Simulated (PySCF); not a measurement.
# CH₆N, SMILES `C[NH3+]` (charge 1, multiplicity 1)

Level of theory: PBE0-D4/def2-TZVP run with PySCF.

```json
{
  "HOMO": "-17.35 eV",
  "LUMO": "-5.32 eV",
  "HOMO–LUMO gap": "12.03 eV",
  "S1 excitation (TDA)": "10.54 eV",
  "S1 oscillator strength": "0.003",
  "T1 excitation (TDA)": "10.22 eV",
  "S1–T1 gap (TDA)": "0.32 eV",
  "vertical ionisation energy (Delta-SCF)": "20.42 eV",
  "adiabatic ionisation energy (no zero-point term)": "18.90 eV",
  "hole reorganisation energy (four-point)": "3.440 eV",
  "total_energy": "-96.1361 Ha",
  "cost": "very roughly 30 core-seconds"
}
```

Bonded distances (Å): C1–N2 1.497, C1–H3 1.087, C1–H4 1.087, C1–H5 1.087, N2–H6 1.023, N2–H7 1.023, N2–H8 1.023. Bond angles (°): N2–C1–H3 108.5, N2–C1–H4 108.5, N2–C1–H5 108.5, H3–C1–H4 110.4, H3–C1–H5 110.4, H4–C1–H5 110.4, C1–N2–H6 111.4, C1–N2–H7 111.4, C1–N2–H8 111.4, H6–N2–H7 107.4, H6–N2–H8 107.4, H7–N2–H8 107.4.
Charge +1, spin multiplicity 1.
